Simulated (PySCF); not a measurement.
C₃H₇NS₂Si.
Atom-mapped SMILES: `[CH2:1]=[N:2][SiH:3]1[S:4][CH2:5][CH2:6][S:7]1` (hydrogens: H8, H9 on C1; H10 on Si3; H11, H12 on C5; H13, H14 on C6)

The same species was optimised twice, with GFN2-xTB and with PBE0-D3(BJ)/def2-SVP (PySCF), and the same property calculations (PySCF, gas phase) were run on both structures.

| coordinate | GFN2-xTB | PBE0-D3(BJ)/def2-SVP | change |
| --- | --- | --- | --- |
| N2–Si3 (Å) | 1.709 | 1.757 | +0.048 |
| C1=N2 (Å) | 1.250 | 1.264 | +0.014 |
| Si3–S4 (Å) | 2.145 | 2.135 | -0.010 |
| C6–S7 (Å) | 1.826 | 1.835 | +0.009 |
| S4–C5 (Å) | 1.824 | 1.833 | +0.009 |
| C5–C6 (Å) | 1.510 | 1.514 | +0.004 |
| Si3–S7 (Å) | 2.142 | 2.142 | 0.000 |
| C1–N2–Si3 (°) | 135.1 | 122.3 | -12.8 |
| N2–Si3–S4 (°) | 106.7 | 112.7 | +6.0 |
| N2–Si3–S7 (°) | 105.5 | 108.5 | +3.0 |
| Si3–S7–C6 (°) | 94.7 | 96.0 | +1.3 |
| C5–C6–S7 (°) | 111.1 | 111.9 | +0.8 |
| Si3–S4–C5 (°) | 94.6 | 94.1 | -0.5 |
| S4–Si3–S7 (°) | 101.2 | 101.1 | -0.1 |
| S4–C5–C6 (°) | 111.0 | 111.0 | 0.0 |
| C1–N2–Si3–S4 (°) | -126 | -128 | -2 |

Rotational constants: A = 2230, B = 1292, C = 930.9 MHz (GFN2-xTB) against A = 2264, B = 1255, C = 907.1 MHz (PBE0-D3(BJ)/def2-SVP). Point groups within 0.08 Å: C1 and C1. Atoms that the bonding makes alike are paired by their places after alignment.

On the GFN2-xTB structure: HOMO (eV) -6.88 [PBE0/pcSseg-1]; LUMO (eV) -1.34 [PBE0/pcSseg-1]; dipole (D) 0.89 [PBE0/pcSseg-1]; GIAO shielding of C1 (ppm) 13.7 [PBE0/pcSseg-1]; GIAO shielding of N2 (ppm) -157.3 [PBE0/pcSseg-1]; GIAO shielding of Si3 (ppm) 338.7 [PBE0/pcSseg-1]; GIAO shielding of S4/S7 (mean) (ppm) 587.6 [PBE0/pcSseg-1]; GIAO shielding of C5/C6 (mean) (ppm) 144.5 [PBE0/pcSseg-1].

Problem. What do these properties become on the PBE0-D3(BJ)/def2-SVP structure?

Solution. 
```
                                    property          level  on GFN2-xTB  on PBE0-D3(BJ)/def2-SVP  change
                                   HOMO (eV)  PBE0/pcSseg-1        -6.88                    -7.06   -0.18
                                   LUMO (eV)  PBE0/pcSseg-1        -1.34                    -1.21   +0.13
                                  dipole (D)  PBE0/pcSseg-1         0.89                     0.19   -0.70
energy, GFN2-xTB geometry as zero (kcal/mol)  PBE0/pcSseg-1          0.0                     -4.1    -4.1
                  GIAO shielding of C1 (ppm)  PBE0/pcSseg-1         13.7                      8.2    -5.5
                  GIAO shielding of N2 (ppm)  PBE0/pcSseg-1       -157.3                   -166.0    -8.7
                 GIAO shielding of Si3 (ppm)  PBE0/pcSseg-1        338.7                    318.0   -20.7
        GIAO shielding of S4/S7 (mean) (ppm)  PBE0/pcSseg-1        587.6                    587.4    -0.2
        GIAO shielding of C5/C6 (mean) (ppm)  PBE0/pcSseg-1        144.5                    142.7    -1.8
```

The heavy atoms differ by 0.104 Å rms after alignment. Among bonds between heavy atoms N2–Si3 changes most (+0.048 Å). Changes are differences of the printed values. Neither structure is proved a minimum here.
